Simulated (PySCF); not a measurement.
Compound: C6H6N (doublet state).
Cartesian coordinates in Å at the GFN2-xTB level; atoms count from 1:
```xyz
13
C6H6N angstrom
C      2.5822   -1.1200   -0.1292
C      1.6458   -0.3757    0.0635
C      0.5754    0.4643    0.2903
C      0.7354    1.8245    0.0890
N      0.8431    2.9643   -0.0670
C     -0.7663   -0.0714    0.6794
C     -1.6162   -0.3447   -0.5688
H      3.3936   -1.7620   -0.3022
H     -1.2811    0.6590    1.3085
H     -0.6379   -1.0003    1.2398
H     -1.7549    0.5694   -1.1420
H     -2.5918   -0.7236   -0.2749
H     -1.1318   -1.0832   -1.2040
```

The hyperfine couplings belong to this conformer and change with its torsions.

The species is `[CH]=C=C(C#N)CC` [radical].

Method used: UKS B3LYP, pcH-1 on C H N, non-relativistic, mean-field spin-orbit, GIAO (PySCF 2.14.0). Geometry: GFN2-xTB, one conformer, isolated molecule. Couplings are sensitive to structure, and on GFN2-xTB geometries they can be far from those on DFT ones. Stability of the SCF solution: not tested.

(1) Break the g tensor into its mass correction, gauge correction and orbital-Zeeman/spin–orbit terms.

(2) At 93.787 GHz, how far is the centre of the isotropic spectrum from where a free electron (g = 2.002319) resonates?

(3) What are the electron Larmor frequencies g μB B/h along the three axes at 350 mT?

(4) In a frozen sample, at which fields do the three g values resonate at 9.5, 34, 94 and 263 GHz (hyperfine left aside), and which band first spreads them over more than twice a line width of 0.3 mT?

Answers

(1) 
| Δg (ppm) | 1 | 2 | 3 |
| --- | --- | --- | --- |
| relativistic mass correction | -168 | -168 | -168 |
| gauge correction | -6 | 33 | 32 |
| orbital Zeeman/spin–orbit | 55 | 907 | 1237 |
| total | -119 | 772 | 1101 |

So g = 2.00220, 2.00309, 2.00342 and g_iso = 2.00290; the tensor is rhombic: the two nearest values differ by 27 % of g3 − g1. Axes: g2 points within 15° of the C3–C4 bond and g3 points within 15° of the C2–C3 bond.

(2) B = hν/(g μB) with μB/h = 13.99624 MHz/mT gives 3346.55 mT for the free electron and 3345.58 mT at g_iso, 0.98 mT lower.

(3) 9.8081, 9.8125, 9.8141 GHz for g1, g2 and g3, a range of 6.0 MHz.

(4) 
| band | GHz | B(g3) mT | B(g2) mT | B(g1) mT | spread mT |
| --- | --- | --- | --- | --- | --- |
| X | 9.5 | 338.80 | 338.85 | 339.00 | 0.21 |
| Q | 34.0 | 1212.54 | 1212.74 | 1213.28 | 0.74 |
| W | 94.0 | 3352.31 | 3352.86 | 3354.35 | 2.04 |
| J | 263.0 | 9379.34 | 9380.88 | 9385.05 | 5.72 |

The spread grows in proportion to the frequency. Q band is the first where it exceeds 0.6 mT.

The largest Mulliken spin populations are on C3 (+0.65), C1 (+0.45), N5 (+0.29) and C2 (-0.22). Three atoms exceed +0.15. The positive populations add up to 1.45 and the negative ones to -0.45, together 2S = 1. The angles at C3 add up to 359.9°, so it is planar.

The HOMO–LUMO gaps are 6.13 eV among the α and 4.76 eV among the β orbitals.

The SMILES draws the unpaired electron on C1; the largest computed Mulliken spin population is on C3 (0.65 against 0.45).
